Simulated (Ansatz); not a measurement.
Gas-phase electronic energies from Ansatz, PBE0-D4/def2-TZVP geometries. CBS: MP2 limit from def2 TZ/QZ plus the TZ coupled-cluster correction, frozen cores. This one scheme is used for every species. Functionals use def2-TZVPP. For As, Ga outer-core shells are correlated without core-valence functions, which leaves a few kJ/mol of doubt a bond. Scalar relativity is left out up to krypton.

`[Cl][GaH2]` + `[AsH3]` → `[GaH2][AsH2]` + HCl  (ligand exchange at a Ga–Cl bond)

`[Cl][GaH2]`:

```xyz
4

Cl   -1.738    0.369    0.786
Ga    0.185   -0.039   -0.083
H     0.324   -1.436   -0.755
H     1.229    1.106    0.053
```

`[AsH3]`:

Cartesian coordinates in Å:
```
As 0.084 0.522 0.353
H 0.912 0.191 -0.880
H 0.220 -0.895 0.890
H -1.215 0.182 -0.363
```

`[GaH2][AsH2]`:

```xyz
6

Ga   -0.741    0.257    0.665
As    1.319    0.291   -0.591
H    -1.981    1.057    0.132
H    -0.782   -0.470    2.056
H     0.606    0.053   -1.912
H     1.579   -1.188   -0.350
```

HCl:

```xyz
2

Cl   -0.589    0.066    0.240
H     0.589   -0.066   -0.240
```

(1) Is it downhill or uphill in electronic energy at CCSD(T)/CBS, and by how much? (Estimate.)

(2) What do these levels give: PBE, BHLYP, HF/def2-SVP, MP2/def2-SVP, CCSD(T)/def2-SVP, MP2/def2-QZVPP? (An estimate is asked.)

Largest T1 diagnostic among the species: 0.012.

## Answers

(1) Computed: Uphill: ΔE = +0.68 eV.

(2) The calculation gave: PBE 0.65, BHLYP 0.79, HF/def2-SVP 0.96, MP2/def2-SVP 0.80, CCSD(T)/def2-SVP 0.81, MP2/def2-QZVPP 0.68 eV.

In def2-TZVPP, CCSD(T) changes the Hartree–Fock value by −0.21 eV (the triples alone add −0.02 eV) and MP2 by −0.22 eV. From BLYP to BHLYP (50 % exact exchange), in def2-TZVPP and without D4, ΔE moves by +0.06 eV. At CCSD(T), def2-SVP lies +0.13 eV from the extrapolated value and def2-TZVPP +0.01 eV.
